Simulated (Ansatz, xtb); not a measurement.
A geometry optimisation of HPSTe with r2SCAN-D4/def2-SVP

The starting geometry of this gas-phase singlet has its atoms placed at random.

```xyz
4

P     0.5227   -0.3258   -1.0474
S    -1.1985    0.5292    0.9655
Te    1.5218    0.7561    0.5358
H    -0.2549    1.4520    0.1281
```

Task: Guess where an optimisation with r2SCAN-D4/def2-SVP ends from this start.

Result: It ends as `SP=[Te]`. Distances that change by over a tenth: S2–H4 (1.56 → 1.36 Å). Contacts that open: S2–Te3 (2.76 → 3.65 Å), Te3–H4 (1.95 → 3.27 Å). Contacts that close: P1–S2 (2.78 → 2.12 Å).

The energy falls by 4.17 eV over 10 steps:

| step | E − E(last) (eV) |
| --- | --- |
| 1 | 4.170 |
| 2 | 2.986 |
| 3 | 2.273 |
| 4 | 1.466 |
| 5 | 0.615 |
| 6 | 0.389 |
| 7 | 0.090 |
| 8 | 0.015 |
| 9 | 0.001 |
| 10 | 0.000 |

Final geometry (Å):

```yaml
atoms:
  - { symbol: P, position_ang: [0.4129, -0.4796, -0.4493] }
  - { symbol: S, position_ang: [-1.3426, 0.5630, 0.1195] }
  - { symbol: Te, position_ang: [2.3013, 0.6810, 0.1993] }
  - { symbol: H, position_ang: [-0.7805, 1.6471, 0.7125] }
```

From the same start GFN2-xTB ends elsewhere, differing in P1–S2 (3.87 against 2.12 Å here), S2–Te3 (2.50 against 3.65 Å here).

From so rough a start the end depends on the optimiser's path, so another program may land elsewhere. The end wasn't checked by frequencies. Atoms past krypton carry core potentials, without spin–orbit terms. Run with Ansatz 0.2.0, 17 s on 2 threads of Arm Neoverse V1, on a shared host.
